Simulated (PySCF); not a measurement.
Computed shifts of a molecule C2H8FNOSi, PBE/pcSseg-1 run with PySCF, GIAO, gas phase, equivalent atoms averaged, in ppm (number of nuclei): ²⁹Si: -42.0 (1). ¹⁹F: -176.5 (1). ¹⁵N: 47.4 (1). ¹³C: 39.3 (2). ¹H: 5.08 (1), 2.86 (6), 1.70 (1). References: ²⁹Si against TMS (σ = 335.4 ppm); ¹⁷O against H2O (σ = 334.3 ppm); ¹⁹F against CFCl3 (σ = 133.6 ppm); ¹⁵N against NH3 (σ = 267.0 ppm); ¹³C against TMS (σ = 182.0 ppm); ¹H against TMS (σ = 31.49 ppm), references at their B3LYP-D3(BJ)/def2-TZVP geometries, non-relativistic. Geometry: PBE0-D3(BJ)/def2-SVP. Other conformers were not sampled.

Problem. Pick the molecule that these values belong to.
A. CO[Si@@H](N)CF
B. C[C@@H](F)[Si@@H](N)O
C. NC[Si@@H](O)CF
D. CN(C)[SiH](O)F

Solution. D, CN(C)[SiH](O)F
